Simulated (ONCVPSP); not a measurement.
## Sn: what ONCVPSP 4.0.1 does with a changed input

Command:

```bash
oncvpspnr.x < Sn.dat > Sn.out
```

Input:

```
# ATOM AND REFERENCE CONFIGURATION
# atsym  z   nc   nv     iexc    psfile
  Sn 50.00    9    2  -118130      upf
#
#   n    l    f
    1    0    2.00
    2    0    2.00
    2    1    6.00
    3    0    2.00
    3    1    6.00
    3    2   10.00
    4    0    2.00
    4    1    6.00
    4    2   10.00
    5    0    2.00
    5    1    2.00
#
# PSEUDOPOTENTIAL AND OPTIMIZATION
# lmax
    1
#
#   l,   rc,      ep,       ncon, nbas, qcut
    0    2.30    0.00    4    7    2.80
    1    2.10    0.00    2    8    4.10
#
# LOCAL POTENTIAL
# lloc, lpopt,  rc(5),   dvloc0
    4    5    1.80    0.00
#
# VANDERBILT-KLEINMAN-BYLANDER PROJECTORs
# l, nproj, debl
    0    2    1.50
    1    3    1.30
#
# MODEL CORE CHARGE
# icmod, fcfact, rcfact
    1    0.20    0.00
#
# LOG DERIVATIVE ANALYSIS
# epsh1, epsh2, depsh
   -2.00    5.00    0.02
#
# OUTPUT GRID
# rlmax, drl
    6.00    0.01
#
# TEST CONFIGURATIONS
# ncnf
    4
# nvcnf
#   n    l    f
    2
    5    0    2.00
    5    1    1.00
#
    2
    5    0    2.00
    5    1    0.00
#
    2
    5    0    1.00
    5    1    0.00
#
    2
    5    0    1.00
    5    1    2.00
#
```

This is an input that runs to its end, with one change: ncon of l = 1 set to 2. The unchanged file is no sound one. Note: ghosts flagged at negative energy: p at -91.3 eV; GHOST(+) flagged for s at 40.1 eV, p at 527.3 eV. A true bound ghost makes a file unfit for plane-wave use.

Q: How does the run end?

A: The program refuses the input: "test_data: must have 3 <= ncon <= 5, l= 1". (oncvpspnr.x prints a scalar-relativistic banner.)

```
ONCVPSP  (Optimized Norm-Conservinng Vanderbilt PSeudopotential)
scalar-relativistic version 4.0.1

test_data: must have 3 <= ncon <= 5, l=   1
test_data: must have ncon+2 <= nbas <= ncon+5, l=   1
ERROR: test_data found   2 ERROR; stopping
```
